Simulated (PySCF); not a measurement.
**Spin states and ions at one geometry of [ReO3Cl]−**

PySCF 2.14.0, UKS r2SCAN, Re def2-SVP with ECP60, O def2-SVP, Cl def2-SVP; non-relativistic Hamiltonian with scalar-relativistic core potentials where named; density fitting; no spin-orbit coupling; singlets restricted, open shells unrestricted. The geometry is relaxed for charge -1, doublet, vacuum:

```xyz
5

Re    0.0000    0.1666    0.0403
O     1.5139    0.0338    0.8931
O     0.0000    1.6822   -0.8065
O    -1.5139    0.0338    0.8931
Cl    0.0000   -2.1318   -0.7314
```

Energies count from the relaxed state; an electron taken off or put on is at rest in vacuum. Charges and spins are Mulliken's.

```json
{"state": "charge -1, doublet, vacuum", "energy (eV)": "0.00", "spin squared": "0.75", "charge on Re1 (e)": "0.82", "spin on Re1 (e)": "0.74", "dipole about the centre of mass (D)": "0.69"}
{"state": "charge -1, quartet, vacuum", "energy (eV)": "3.97", "spin squared": "3.77", "charge on Re1 (e)": "0.68", "spin on Re1 (e)": "1.33", "dipole about the centre of mass (D)": "1.18"}
{"state": "charge 0, triplet, vacuum", "energy (eV)": "5.44", "spin squared": "2.01", "charge on Re1 (e)": "1.04", "spin on Re1 (e)": "0.58", "dipole about the centre of mass (D)": "1.02"}
```

Problem. What does the state charge 0, singlet, vacuum give?

Solution. energy (eV) 2.70, spin squared 0.00, charge on Re1 (e) 1.16, spin on Re1 (e) 0.00, dipole about the centre of mass (D) 0.84.

With an electron taken off (singlet, the lower of the two states computed) the charges change, summed by element, by Re +0.34 e, O +0.45 e, Cl +0.21 e. The vertical ionisation energy is 2.70 eV, against −ε(HOMO) = -0.35 eV over both spins of the relaxed state. The level lies 3.1 eV too high, as is usual for semilocal functionals and global hybrids, which keep a self-interaction error.

Open shells may have lower solutions than those found. The basis has no diffuse functions, which an anion needs.

No frequency check is given that shows the relaxed geometry to be a minimum.
